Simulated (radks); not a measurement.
The numbers below are computed, except where a source is named.
Task: Ionisation of neutral hafnium, [Xe] 4f14 5d2 6s2, to Hf+, [Xe] 4f14 5d1 6s2, under several functionals. Scalar-relativistic Kohn-Sham, spin-unpolarised, spherical densities, finite nucleus; a radial shooting solver on a logarithmic mesh with Libxc functionals. The NIST Atomic Spectra Database gives 6.825 eV (measured). Rank these functionals by the error of their Delta-SCF ionisation energy: SCAN; XLYP; HCTH/407; AM05; RPBE; LDA (Slater exchange, Perdew-Wang correlation); LDA (Slater exchange, Perdew-Zunger correlation); exchange-only B88.

Result: From best to worst: LDA (Slater exchange, Perdew-Zunger correlation) 6.732 eV (-0.093); LDA (Slater exchange, Perdew-Wang correlation) 6.730 eV (-0.095); HCTH/407 6.653 eV (-0.172); AM05 6.502 eV (-0.323); SCAN 6.459 eV (-0.366); RPBE 6.434 eV (-0.391); XLYP 6.397 eV (-0.428); exchange-only B88 5.659 eV (-1.166). Spin polarisation and multiplet splitting are left out, so open shells lie too high by an amount that depends on their filling. Spin-orbit splitting is averaged out at the scalar-relativistic level.

Beside tabulated values, note that spin-unpolarised runs miss the spin-polarisation part of the exchange energy of open shells.
